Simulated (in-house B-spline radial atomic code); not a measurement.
Ionisation energies along the 40-electron series, configuration [Kr] 4d4, as differences of self-consistent energies. Dirac energy differences include first-order Breit, QED and recoil terms. NIST's values go from ground level to ground level; the uncertainty of those that are theory runs from under 0.1 % in few-electron ions to several per cent in heavy many-electron ones. Computed with a radial B-spline atomic code at the basis-set limit: Dirac-Hartree-Fock, average of the configuration, finite nuclei.

| ion | configuration after | ionisation energy (eV) | IE/(q+1)² (eV) | Breit and QED recoil part (eV) | tabulated value (eV) | tabulated kind | computed minus tabulated (eV) |
| --- | --- | --- | --- | --- | --- | --- | --- |
| Nb+ | [Kr] 4d3 | 12.46 | 3.1153 | 0.0079617 | 14.32 | semi-empirical | -1.86 |
| Mo2+ | [Kr] 4d3 | 25.26 | 2.807 | 0.011182 | 27.13 | semi-empirical | -1.87 |
| Tc3+ | [Kr] 4d3 | 40.61 | 2.5383 | 0.012784 | 41 | tabulated theory | -0.39 |
| Ru4+ | [Kr] 4d3 | 58.22 | 2.3288 | 0.013089 | 59 | tabulated theory | -0.78 |
| Rh5+ | [Kr] 4d3 | 77.93 | 2.1648 | 0.012245 | 80 | tabulated theory | -2.07 |
| Pd6+ | [Kr] 4d3 | 99.66 | 2.0339 | 0.010304 | 101 | tabulated theory | -1.34 |
| Ag7+ | [Kr] 4d3 | 123.35 | 1.9273 | 0.0072702 | 125 | tabulated theory | -1.65 |
| Cd8+ | [Kr] 4d3 | 148.94 | 1.8388 | 0.0031332 | 150 | tabulated theory | -1.06 |
| In9+ | [Kr] 4d3 | 176.41 | 1.7641 | -0.002146 | 178 | tabulated theory | -1.59 |
| Sn10+ | [Kr] 4d3 | 205.74 | 1.7003 | -0.0085992 | 208 | tabulated theory | -2.26 |

Where a p, d or f electron is removed, the computed value is a mean over both j, so it misses the tabulated one by a part of the spin-orbit splitting; averaging over terms and missing correlation add to the gap, relatively most at low charge.
